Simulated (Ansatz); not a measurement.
Input file:

```yaml
crystal:
  periodic: [false, false, false]
  atoms:
    - { symbol: Hf, position_ang: [-0.59778, -1.0e-06, -0.42241] }
    - { symbol: F, position_ang: [0.093313, 1.8e-05, 2.676359] }
    - { symbol: Cl, position_ang: [1.711759, -2.0e-06, -0.053921] }
    - { symbol: Cl, position_ang: [-0.949151, 1.868526, -1.760279] }
    - { symbol: Cl, position_ang: [-0.949154, -1.868527, -1.760279] }
    - { symbol: Cl, position_ang: [-2.523257, 3.0e-06, 1.141906] }
    - { symbol: H, position_ang: [-0.769829, -1.8e-05, 3.014924] }
basis:
  gaussian: { orbitals: def2-SVP }
hamiltonian:
  xc: b3lyp
  dispersion: d4
relax:
  f_tol: 0.03
  max_steps: 50
```

Run as:

```bash
$ ansatz run input.yaml --threads 4 --pin off --max-ram 5120MiB --backend cpu --events-out ev --progress --plain --runs-dir out
```

Hardware: 4 threads of Intel(R) Xeon(R) Platinum 8488C (Sapphire Rapids) (shared host).

Task: Roughly how long does this run take, and how much memory?

Result: 15 s, with a peak of 0.36 GiB, for 8 ionic steps.
